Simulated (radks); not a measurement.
Values are calculated unless marked as measured or tabulated.
All-electron atom: Ni+ in [Ar] 3d9.

Level of theory: non-relativistic Kohn-Sham, r2SCAN, spin-unpolarised, spherical densities, point nucleus; meta-GGA in the generalised Kohn-Sham scheme (a radial shooting solver on a logarithmic mesh with Libxc functionals).

Energy parts (eV):
total: -41033.908
kinetic: 41003.548
electron-nucleus: -97857.630
Hartree: 17534.564
exchange-correlation: -1714.391

Orbitals (lengths in bohr, moments of r in powers of bohr):
| orbital | occ. | eigenvalue (eV) | <r> | <1/r> |
|---|---|---|---|---|
| 1s | 2 | -8151.004 | 0.05484 | 27.51 |
| 2s | 2 | -974.6933 | 0.2478 | 5.967 |
| 2p | 6 | -849.4902 | 0.2165 | 5.911 |
| 3s | 2 | -114.5779 | 0.7535 | 1.874 |
| 3p | 6 | -75.9245 | 0.7902 | 1.740 |
| 3d | 9 | -12.9862 | 1.059 | 1.315 |
| 4s | 0 | -10.6670 | 2.725 | 0.4730 |
| 4p | 0 | -5.7849 | 3.618 | 0.3508 |

The highest occupied level is 3d at -12.986 eV. The electron density at the nucleus is 1.493e+04 e/bohr^3. Summed over all electrons, <r^2> = 20.05 bohr^2, which gives a Langevin (diamagnetic) susceptibility term of -15.9 x 10^-6 cm^3/mol. The density falls to 0.001 e/bohr^3 at r = 3.34 bohr.
